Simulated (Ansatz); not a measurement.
The cluster LiCu4⁻, relaxed as a singlet with RKS PBE-D4/def2-SVPD in Ansatz, starting from the GFN2-xTB geometry. Force threshold 0.02 eV/Å.

The restricted singlet is unstable towards broken spin symmetry in Hartree–Fock (as tested in another run); at PBE-D4/def2-SVPD this wasn't settled. The highest occupied level of the charge -1 singlet lies above zero (up to 0.16 eV). The electron is either unbound and held by the finite basis, or the level is raised by self-interaction error. The relaxation made no stability test and no search for a lower SCF solution. No other spin state of charge -1 was run. Another isomer (singlet) lies 0.08 eV lower at PBE0-D4/def2-TZVPD; other spin states weren't run for this one.

Start:

Cartesian coordinates in Å:
```
Li 0.5711 0.2526 1.0024
Cu -1.2485 -1.1113 -0.5267
Cu 1.3473 1.9421 -0.4336
Cu -0.4663 0.8416 -1.4682
Cu -0.2036 -1.9249 1.4261
```

Question: Estimate the energy that the relaxation releases and the steps that it takes.

Answer: 2.6 kcal/mol, in 5 steps; 12 s on 4 threads of Arm Neoverse V2 on a shared host. The force fell under the threshold at step 4, but the optimiser went on. No frequencies were taken in this run, so the end may be a saddle point.

Question: Does the start keep its bonding and symmetry?

Answer: By distances, no bond broke or formed. The bond that changes most is Li1–Cu4, from 2.74 to 2.46 Å (atoms count from 1). Point group Cs at the start, Cs at the end, both within 0.05 Å.

Question: Predict the relaxed structure.

Answer: 
Cartesian coordinates in Å:
```
Li 0.428 0.232 0.839
Cu -1.197 -1.097 -0.447
Cu 1.406 2.035 -0.480
Cu -0.412 0.860 -1.388
Cu -0.225 -2.030 1.475
```
Bond lengths (bridged metal pairs left out): 4 × Cu–Li 2.44 to 2.46 Å; 3 × Cu–Cu 2.31 to 2.35 Å.
